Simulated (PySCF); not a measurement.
# As⁺: ionisation energy

As⁺ [Ar] 3d10 4s2 4p2 (3P) → As²⁺ [Ar] 3d10 4s2 4p1 (2P), as a difference of total energies. All numbers are calculated (PySCF 2.14, scalar relativity through the core potential, in aug-cc-pwCVDZ-PP with ECP10MDF (6s5p4d1f, 48 functions)). Correlated levels: valence and next inner shell: nothing frozen outside the core potential. The calculations carry no spin-orbit coupling.

```json
{"method": "UHF", "ionisation energy (eV)": "17.969"}
{"method": "MP2 (valence and next inner shell)", "ionisation energy (eV)": "18.378"}
{"method": "SCS-MP2 (valence and next inner shell)", "ionisation energy (eV)": "18.269"}
{"method": "CCSD (valence and next inner shell)", "ionisation energy (eV)": "18.354"}
{"method": "CCSD(T) (valence and next inner shell)", "ionisation energy (eV)": "18.365"}
```

How much does correlation contribute at CCSD(T) (valence and next inner shell)?

18.365 − (17.969) = 0.396 eV, measured against UHF.

The reference lies between the lowest fine-structure levels, while these numbers refer to the centres of the terms.

Errors of the correlated levels include the incompleteness of this basis.

For comparison: 18.589 eV (measured; NIST Atomic Spectra Database, ionization energies).
